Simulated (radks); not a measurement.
The numbers below are computed, except where a source is named.
Species: Cl I. Configuration: [Ne] 3s2 3p5. Level of theory: scalar-relativistic Kohn-Sham, PBEsol, spin-unpolarised, spherical densities, finite nucleus; Fermi nuclear charge, rms radius 3.3654 fm (a radial shooting solver on a logarithmic mesh with Libxc functionals). Some entries of the table are withheld. Estimate them.

| orbital | occ. | eigenvalue (Ry) | r(max) (bohr) | <r> (bohr) |
|---|---|---|---|---|
| 1s | 2 | -201.8873 | 0.05953 | 0.09106 |
| 2s | 2 | -18.53567 | (1) | 0.4448 |
| 2p | 6 | -14.06911 | 0.3017 | 0.4073 |
| 3s | 2 | -1.51542 | (2) | 1.537 |
| 3p | 5 | (3) | 1.430 | 1.843 |

Answer. 
(1) 2s r(max) (bohr): 0.3622
(2) 3s r(max) (bohr): 1.281
(3) 3p eigenvalue (Ry): -0.62927
